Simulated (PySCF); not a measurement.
Run times: silver in x2c-SVPall

Measured wall times of calculations with PySCF 2.14 in x2c-SVPall (6s5p5d1f, 53 functions), with scalar relativity by spin-free X2C-1e, run from one Python driver. Hardware: 1 thread of Neoverse-N1 on a shared host, 1.3 GiB allowed. The two-electron integrals over 53 functions were computed once and kept in memory (0.94 CPU seconds with the set-up); the times below exclude them. Kohn-Sham runs start from converged Hartree-Fock orbitals.

Launch command (the driver calls PySCF for each step listed in the task file):

```bash
OMP_NUM_THREADS=1 python atomrun2.py TASK.json OUT
```

```csv
species,step,iterations,wall time (s)
Ag²⁺ [Kr] 4d9,UHF,7,0.4
Ag²⁺ [Kr] 4d9,M06-L,6,3
Ag²⁺ [Kr] 4d9,MP2 (9 electrons),,0.08
Ag³⁺ [Kr] 4d8,UHF,6,0.32
Ag³⁺ [Kr] 4d8,MN15,6,3.1
Ag³⁺ [Kr] 4d8,M06-L,5,2.6
Ag³⁺ [Kr] 4d8,MP2 (8 electrons),,0.08
```

(1) Roughly how long does MN15 take for Ag²⁺ [Kr] 4d9 here?

Peak memory of the process: 0.23 GiB. Times on a shared host vary from run to run.

Answers

(1) About 3.5 s.
